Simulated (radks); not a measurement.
Spherical quantum dot in the effective-mass picture: electrons in a parabolic well V = omega^2 r^2 / 2 with omega = 3.64, all in effective atomic units (hartree* = m*/eps^2 hartree, bohr* = eps/m* bohr), one dielectric constant everywhere. Method: non-relativistic Kohn-Sham, LDA (Slater exchange, Perdew-Wang correlation), spin-polarised, spherical densities; computed with a radial shooting solver with Libxc functionals. Levels are named by radial order and angular momentum (1s, 1p, 1d, 2s, ...), and open shells are averaged over m. Results are scaled to m* = 0.305 and eps = 5.5, for which hartree* = 274.4 meV and bohr* = 0.9543 nm.

N = 20, configuration 1s2 1p6 1d10 2s2. This is the lowest configuration that the search found. Occupied and some empty levels:

level,occupation,eigenvalue (meV),<r> (nm)
1s,2,6677.4,0.7241
1p,6,7290.1,0.9245
1d,10,7956.6,1.072
2s,2,8051.1,0.9610
1f,0,8668.7,1.193
2p,0,8805.6,1.091
1g,0,9419.7,1.297

Energy (meV): total 106620, kinetic 21153, external 42679, Hartree 47689, exchange-correlation -4901.6.
